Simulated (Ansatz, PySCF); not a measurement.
Reaction (SMILES): BN (BNH4) → [BH2] (BH2) + [NH2] (NH2) (the B-N bond at the site shown breaks; other sites are not compared here)
Geometries: B3LYP-D3(BJ)/def2-TZVP minima from Ansatz (a quantum-chemistry and plane-wave program), one conformer each, not searched for the lowest.

Wanted: bond dissociation energy (enthalpy at 298 K, with B3LYP-D3(BJ) rigid-rotor harmonic-oscillator terms from PySCF), in kcal/mol. Correlated levels leave the core frozen unless marked. UHF or UKS for open shells. Spin-orbit coupling is left out. No relativistic terms. CBS marks a two-point X^-3 extrapolation of the correlation energy; Hartree-Fock from the larger set.

| level | program | bond dissociation energy (kcal/mol) |
|---|---|---|
| HF/def2-TZVPP | Ansatz | 106.1 |

Question: Predict the CCSD(T)/CBS(def2-TZVPPD,def2-QZVPPD) result (Ansatz).

Answer: 141.2 kcal/mol
